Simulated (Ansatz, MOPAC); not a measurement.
Molecule: BiF₂ (charge +1, singlet). SMILES: [F][Bi+][F]

Atoms: Bi1, F2, F3. Bonds: Bi1-F2, Bi1-F3.

Bond lengths (Å) and angles (degrees) optimised at PM6 with MOPAC; MNDO with MOPAC; HF/6-31G* with LANL2DZ past Ar with Ansatz (a quantum-chemistry and plane-wave program); B3LYP/LANL2DZ with Ansatz, each started from the B3LYP-D3(BJ)/def2-TZVP structure (Ansatz) of the last column. A row stands for all coordinates that are equal there. 6-31G* holds six Cartesian d functions. No wavenumbers were computed at MNDO, B3LYP/LANL2DZ, so these may be saddle points.

```csv
coordinate,PM6,MNDO,HF/6-31G* with LANL2DZ past Ar,B3LYP/LANL2DZ,B3LYP-D3(BJ)/def2-TZVP
Bi1-F2,2.255,1.672,1.851,1.948,1.951
F2-Bi1-F3,91.5,160.0,95.4,96.3,95.6
```

Mean signed difference of all 2 bond lengths from B3LYP-D3(BJ)/def2-TZVP: PM6 0.304 Å, MNDO -0.279 Å, HF/6-31G* with LANL2DZ past Ar -0.100 Å, B3LYP/LANL2DZ -0.003 Å.
